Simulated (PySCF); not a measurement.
A structure optimised at PBE-D3(BJ)/def2-TZVP, used in a PySCF frequency run:

```
C
H 1 1.0940
H 1 1.0973 2 112.01
H 1 1.0973 2 112.01 3 123.97
S 1 1.8219 2 110.95 4 118.02
H 5 1.3651 1 99.88 2 47.50
H 5 1.3651 6 93.16 1 100.60
```
Charge +1, spin multiplicity 1.

**Question.** Write its SMILES, formula and point group.

**Answer.** C[SH2+], CH₅S, Cs

**Question.** What are its rotational constants (standard atomic weights)?

**Answer.** 74.129, 12.210, 12.094 GHz
